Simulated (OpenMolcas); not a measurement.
An atom or ion with 41 electrons was computed by MS-CASPT2, IPEA 0.25 Eh, imaginary shift 0.1 Eh with spin-orbit coupling (OpenMolcas, ANO-RCC-VTZP, DKH2). The lowest levels that the run gave, each within 12 % of the measured value where one is at hand:

```json
{"J": "5/2", "Parity": "even", "E (cm⁻¹)": "0.0", "g": "2.000"}
{"J": "1/2", "Parity": "even", "E (cm⁻¹)": "11570", "g": "3.329"}
{"J": "3/2", "Parity": "even", "E (cm⁻¹)": "11800", "g": "1.867"}
{"J": "5/2", "Parity": "even", "E (cm⁻¹)": "12160", "g": "1.658"}
{"J": "7/2", "Parity": "even", "E (cm⁻¹)": "12630", "g": "1.588"}
{"J": "9/2", "Parity": "even", "E (cm⁻¹)": "13180", "g": "1.555"}
{"J": "3/2", "Parity": "even", "E (cm⁻¹)": "16250", "g": "1.378"}
{"J": "5/2", "Parity": "even", "E (cm⁻¹)": "16260", "g": "1.255"}
{"J": "1/2", "Parity": "even", "E (cm⁻¹)": "16400", "g": "0.608"}
{"J": "5/2", "Parity": "even", "E (cm⁻¹)": "16410", "g": "0.780"}
{"J": "7/2", "Parity": "even", "E (cm⁻¹)": "16470", "g": "0.992"}
{"J": "11/2", "Parity": "even", "E (cm⁻¹)": "16540", "g": "1.272"}
```

Problem. Which ion is it, and what are the configurations and terms?

Solution. Mo II (Z = 42, charge +1; active space 5 electrons in 6 orbitals (4d 5s)). J, parity and g give the terms where levels are pure, and mixed ones are named by the computed weights; the size of the splittings, set against known spectra of the 41-electron sequence, gives the charge. In order, with the measured energies in cm⁻¹ (NIST Handbook of Basic Atomic Spectroscopic Data): 4d⁵ ⁶S_5/2, 4d⁴ 5s ⁶D_1/2 (11783), 4d⁴ 5s ⁶D_3/2 (12034), 4d⁴ 5s ⁶D_5/2 (12417), 4d⁴ 5s ⁶D_7/2 (12900), 4d⁴ 5s ⁶D_9/2 (13461), 4d⁵ ⁴D_3/2 [66 %], 4d⁵ ⁴D_5/2 [46 %], 4d⁵ ⁴D_1/2, 4d⁵ ⁴G_5/2 (15199), 4d⁵ ⁴G_7/2 (15331), 4d⁵ ⁴G_11/2 (15447).

Term energies are means over components that CASPT2 splits; among the terms shown or strongly mixed into the levels shown the widest spread is 400 cm-1 (4d⁵ ⁴G). Blocks of more than 70 roots (2S+1 = 2 even) ran without multistate coupling. Configurations are named by rounded mean occupations; where the s occupation lies near a half they are strongly mixed, a name can repeat and a true partner stay unpaired. A single d shell beside an s shell can misplace configurations of different d count against each other. Measured partners are found by configuration, term and J. A level has none where our copy of the source lacks it or the pairing is in doubt (some pairs that miss far off the trend of their configuration count as doubtful), and it then counts in no deviation. Levels of configurations outside the active space are missing.

A share in square brackets marks a mixed level and gives the weight of the term that names it.
